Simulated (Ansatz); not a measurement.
Two isomers of BH7OSi2: A = `[SiH3]BO[SiH3]`, B = `B[SiH2][SiH2]O`.

Calculated with Ansatz (gas phase, PBE0-D4/def2-TZVP geometries, no zero-point term in ΔE). CCSD(T)/CBS adds triple-zeta CCSD(T) − MP2 to the extrapolated MP2 energy (def2 sets, frozen cores). Functionals use def2-TZVPP. B3LYP here is the variant with VWN-RPA as its local correlation; programs differ in this. Each species was taken in one conformer, which may not be the lowest.

Task: Which is lower in electronic energy at CCSD(T)/CBS, and by how much? (An estimate is asked.)

Result: Computed: A, by 32.7 kcal/mol.

Task: Give E(B) − E(A) in kcal/mol with B3LYP-D4, CCSD/def2-TZVPP, CCSD(T)/def2-SVP, B3LYP, CCSD(T)/def2-TZVPP, LDA (SPW92), B2PLYP. (Best estimate.)

Result: Computed: B3LYP-D4 33.6, CCSD/def2-TZVPP 33.8, CCSD(T)/def2-SVP 39.7, B3LYP 34.0, CCSD(T)/def2-TZVPP 33.5, LDA (SPW92) 31.3, B2PLYP 34.5. None reverses the order clearly.

Task: Does the order hold for the free energy at 298.15 K (harmonic terms from PBE0-D4)? (An estimate is asked.)

Result: Ansatz gave: Yes: G(B) − G(A) = +33.4 kcal/mol, for one conformer each. Modes under 60 cm⁻¹, often nearly free rotors, make the harmonic entropy too high.

Largest T1 diagnostic: 0.014.

From r2SCAN to r2SCAN0 (25 % exact exchange), in def2-TZVPP and without D4, E(B) − E(A) moves by +0.7 kcal/mol. At CCSD(T), def2-SVP lies +7.1 kcal/mol from the extrapolated value and def2-TZVPP +0.8 kcal/mol.
